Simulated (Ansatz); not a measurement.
Ga3N3⁻, relaxed as a doublet with UKS PBE-D4/def2-SVPD in Ansatz, starting from the GFN2-xTB geometry. Force threshold 0.02 eV/Å.

The highest occupied level of the charge -1 doublet lies above zero (up to 0.14 eV). It is a level of α spin, whose loss leaves a singlet; that state wasn't run at this geometry and level. The electron is either unbound and held by the finite basis, or the level is raised by self-interaction error. The relaxation made no stability test and no search for a lower SCF solution. The structure comes from a short search, and lower isomers may exist.

Start:

```xyz
6

Ga    0.116   -1.620    0.653
Ga   -1.728    0.342   -0.720
Ga    2.327    0.142    0.722
N    -0.049    1.563   -0.588
N     0.843    0.902   -0.046
N    -1.510   -1.329   -0.021
```

```json
{"step": "1", "energy (eV)": "-161553.6730", "largest force component (eV/Å)": "2.713", "SCF passes": "41"}
{"step": "2", "energy (eV)": "-161553.9135", "largest force component (eV/Å)": "1.765", "SCF passes": "34"}
{"step": "3", "energy (eV)": "-161554.1554", "largest force component (eV/Å)": "0.981", "SCF passes": "33"}
{"step": "4", "energy (eV)": "-161554.3275", "largest force component (eV/Å)": "0.420", "SCF passes": "33"}
{"step": "5", "energy (eV)": "-161554.4023", "largest force component (eV/Å)": "0.667", "SCF passes": "33"}
{"step": "6", "energy (eV)": "-161554.4299", "largest force component (eV/Å)": "0.346", "SCF passes": "32"}
{"step": "7", "energy (eV)": "-161554.4627", "largest force component (eV/Å)": "0.159", "SCF passes": "32"}
{"step": "8", "energy (eV)": "-161554.4761", "largest force component (eV/Å)": "0.776", "SCF passes": "32"}
{"step": "9", "energy (eV)": "-161554.5016", "largest force component (eV/Å)": "0.440", "SCF passes": "30"}
{"step": "10", "energy (eV)": "-161554.5078", "largest force component (eV/Å)": "1.175", "SCF passes": "30"}
{"step": "11", "energy (eV)": "-161554.5204", "largest force component (eV/Å)": "0.611", "SCF passes": "25"}
{"step": "13", "energy (eV)": "-161554.5494", "largest force component (eV/Å)": "0.178", "SCF passes": "30"}
{"step": "15", "energy (eV)": "-161554.5710", "largest force component (eV/Å)": "0.056", "SCF passes": "30"}
{"step": "17 (rejected)", "energy (eV)": "-161554.5748", "largest force component (eV/Å)": "0.348", "SCF passes": "31"}
{"step": "19", "energy (eV)": "-161554.5787", "largest force component (eV/Å)": "0.200", "SCF passes": "30"}
{"step": "21", "energy (eV)": "-161554.5789", "largest force component (eV/Å)": "0.108", "SCF passes": "25"}
{"step": "23", "energy (eV)": "-161554.5798", "largest force component (eV/Å)": "0.097", "SCF passes": "25"}
{"step": "25", "energy (eV)": "-161554.5805", "largest force component (eV/Å)": "0.062", "SCF passes": "25"}
{"step": "27", "energy (eV)": "-161554.5807", "largest force component (eV/Å)": "0.027", "SCF passes": "25"}
{"step": "29", "energy (eV)": "-161554.5811", "largest force component (eV/Å)": "0.033", "SCF passes": "24"}
{"step": "31", "energy (eV)": "-161554.5812", "largest force component (eV/Å)": "0.020", "SCF passes": "24"}
{"step": "33", "energy (eV)": "-161554.5812", "largest force component (eV/Å)": "0.021", "SCF passes": "25"}
{"step": "35", "energy (eV)": "-161554.5813", "largest force component (eV/Å)": "0.017", "SCF passes": "25"}
```

Force components are those of the run's own axes.

End:

Cartesian coordinates in Å:
```
Ga -0.2484 -0.7644 0.1984
Ga -3.5744 -1.8962 -0.5245
Ga 2.2213 -0.3008 0.8620
N 1.7620 2.6941 -0.3889
N 1.7271 1.6169 -0.0064
N -1.8877 -1.3495 -0.1405
```

Bonds lost: Ga2–N4 (atoms count from 1).

The force fell under the threshold at step 30, but the optimiser went on. No frequencies were taken in this run, so the end may be a saddle point.

Hardware: 4 threads of Arm Neoverse V2 on a shared host. Wall time 1.8 min.
